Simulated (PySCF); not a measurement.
# CdBr₂, singlet: structure and spectrum

All numbers come from PBE/[Cd def2-TZVP with ECP28, Br def2-TZVP], scalar-relativistic core potentials, density fitting, no spin–orbit coupling, PySCF.

The structure is a minimum.

Coordinates in bohr (charge 0 multiplicity 1):
```
Cd    0.0000    0.0000    0.0000
Br    0.0000    0.0000    4.5694
Br    0.0000    0.0000   -4.5694
```

| Quantity | Value |
| --- | --- |
| Point group | D∞h |
| Bond lengths | Cd–Br 2.418 Å (×2) |
| Bond angles | Br–Cd–Br 180.0° |
| Rotational symmetry number | 2 |
| Zero-point energy | 3.7 kJ/mol |
| Lowest empty level | -3.24 eV |
| Dipole moment | 0.00 D |
| Rotational constants | 0.01827 cm⁻¹ |
| Enthalpy at 298.15 K above 0 K | 15.51 kJ/mol |
| Heat capacity Cp at 298.15 K | 60.3 J/(mol K) |
| Atomisation energy without zero-point energy | 489 kJ/mol |
| Highest occupied level | -7.14 eV |
| Entropy at 298.15 K and 1 bar | 310.6 J/(mol K) |
| Principal polarisabilities | 49.9, 49.9, 117.3 bohr³ |
| Principal quadrupole moments (Buckingham, traceless) about the centre of mass | -8.83, 4.42, 4.42 D Å |

Harmonic modes (masses in u: Cd 113.903, Br 78.918):
```
symmetry  ω (cm⁻¹)  IR (km/mol, summed over degenerate members)  μ (u)     type
      πu        62                                          8.2  96.05     bend
     σg+       195                                          0.0  78.92  stretch
     σu+       304                                         38.9  96.05  stretch
```

In D∞h the vibrations span πu + σg+ + σu+. The σg+ mode carries no infrared intensity, as symmetry demands. With a centre of inversion only u modes can be infrared active and only g modes Raman active.

Charges (e):
```
 atom  Mulliken  Löwdin  polar tensor  Mayer order to Cd1
  Cd1      0.66    0.33          0.89                   –
Br2,3     -0.33   -0.16         -0.45                0.97
```

Mulliken populations on Cd1 (electrons outside its core potential): s 2.91, p 6.45, d 9.99, f 0.00.

Counting electrons, cadmium keeps none of its valence electrons outside its bonds, so the VSEPR class is AX2 and the expected shape is linear (D∞h), as computed.

The final relaxation and frequency run took of the order of 2.9 core-minutes on a shared host.
